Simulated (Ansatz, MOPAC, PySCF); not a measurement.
System: CCl₂ (charge 0, singlet). SMILES: Cl[C]Cl
Coordinates optimised at B3LYP-D3(BJ)/def2-TZVP (Ansatz, a program for electronic structure):
```xyz
3

Cl    -1.4025    -0.2001     0.0210
C     -0.0305     0.8441     0.0088
Cl     1.4133    -0.0978    -0.0241
```
Charge 0, spin multiplicity 1.

Unscaled harmonic wavenumbers (cm⁻¹) in rising order, each level at the stationary point that it reaches from this structure (no distance between atoms moves by over 0.3 Å); the order of modes can differ between levels, and a negative number is imaginary. B3LYP-D3(BJ)/def2-TZVP (PySCF, at the structure above): 332, 710, 735.

PM6 (MOPAC): 303, 669, 828. Zero-point energy 2.6 against 2.5 kcal/mol; where all levels lie over 400 cm⁻¹, the wavenumbers are on average 1.034 times those of B3LYP-D3(BJ)/def2-TZVP.

PM7 (MOPAC): 275, 648, 742. Zero-point energy 2.4 against 2.5 kcal/mol; where all levels lie over 400 cm⁻¹, the wavenumbers are on average 0.961 times those of B3LYP-D3(BJ)/def2-TZVP.

HF/6-31G* (Ansatz): 365, 792, 845. Zero-point energy 2.9 against 2.5 kcal/mol; where all levels lie over 400 cm⁻¹, the wavenumbers are on average 1.132 times those of B3LYP-D3(BJ)/def2-TZVP.

B3LYP/6-31G* (Ansatz): 324, 705, 714. Zero-point energy 2.5 against 2.5 kcal/mol; where all levels lie over 400 cm⁻¹, the wavenumbers are on average 0.982 times those of B3LYP-D3(BJ)/def2-TZVP.
